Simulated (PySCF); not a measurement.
## Molecular orbitals of KMg⁺

PBE0 at R = 3.783 Å; K def2-SVP, Mg def2-SVP; no relativity (PySCF 2.14). State: ¹Σ⁺ (singlet), closed shell. Only the outer orbitals are listed, counted within each symmetry.

| orbital | occ. | ε (eV) | on K (%) | main shells (%) |
| --- | --- | --- | --- | --- |
| 2π | 2 | -55.15 | 0 | 100 Mg p |
| 2π | 2 | -55.15 | 0 | 100 Mg p |
| 6σ | 2 | -55.14 | 0 | 100 Mg p |
| 7σ | 2 | -43.94 | 100 | 100 K s |
| 3π | 2 | -26.35 | 100 | 100 K p |
| 3π | 2 | -26.35 | 100 | 100 K p |
| 8σ | 2 | -26.31 | 100 | 100 K p |
| 9σ | 2 | -9.37 | 7 | 91 Mg s |
| 10σ | 0 | -5.35 | 61 | 61 K s, 31 Mg p |
| 4π | 0 | -4.47 | 18 | 81 Mg p, 15 K p |
| 4π | 0 | -4.47 | 18 | 81 Mg p, 15 K p |

**Question.** Which are the highest filled and the lowest empty level, where do they sit, and how wide is the gap?

**Answer.** Highest filled 9σ at -9.37 eV (in %: 91 Mg s); lowest empty 10σ at -5.35 eV (in %: 61 K s, 31 Mg p); the gap at PBE0 is 4.02 eV.

The bond order (Mayer) is 0.26. The ⟨S²⟩ is 0.000. The charge on K (Mulliken, basis-dependent) is 0.87, the charge on K (Löwdin, basis-dependent) is 0.69 and the dipole moment (positive dipole points towards Mg; it is taken about the centre of mass and depends on that origin) is -3.13 D. The polarisability along the bond is 98.2 bohr³ and the polarisability across the bond is 70.1 bohr³.

Closed-shell solutions of metal pairs were not tested for spin polarisation, which can lower them a little.
